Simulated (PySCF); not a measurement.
CF2I, SMILES [C](F)(I)F, multiplicity 2. Atoms are numbered in the order given.

```xyz
4

F     -1.9539    -0.0889     1.0846
C     -1.3315     0.3439     0.0000
F     -1.9539    -0.0889    -1.0846
I      0.8143    -0.0088     0.0000
```
Charge 0, spin multiplicity 2.

Coordinates come from a PBE-D3(BJ)/def2-SVP optimisation. The isomer is the one that the SMILES or the coordinates give; other isomers of the formula were not compared. The def2 effective core potentials stand for the cores of I; spin–orbit coupling is left out.

Level of theory: PBE-D3(BJ)/def2-SVP (PySCF).

Frequencies are harmonic and unscaled.

```json
[
 {"mode": "1", "ν (cm⁻¹)": "248", "IR (km/mol)": "4.0", "moving atoms (share of kinetic energy)": "F 64 %, I 27 %, C 9 %"},
 {"mode": "2", "ν (cm⁻¹)": "253", "IR (km/mol)": "0.0", "moving atoms (share of kinetic energy)": "F 82 %, C 13 %"},
 {"mode": "3", "ν (cm⁻¹)": "543", "IR (km/mol)": "16.4", "moving atoms (share of kinetic energy)": "C 65 %, F 34 %"},
 {"mode": "4", "ν (cm⁻¹)": "611", "IR (km/mol)": "38.9", "moving atoms (share of kinetic energy)": "F 58 %, C 41 %"},
 {"mode": "5", "ν (cm⁻¹)": "1142", "IR (km/mol)": "447.6", "moving atoms (share of kinetic energy)": "C 62 %, F 38 %"},
 {"mode": "6", "ν (cm⁻¹)": "1214", "IR (km/mol)": "225.5", "moving atoms (share of kinetic energy)": "C 69 %, F 31 %"}
]
```
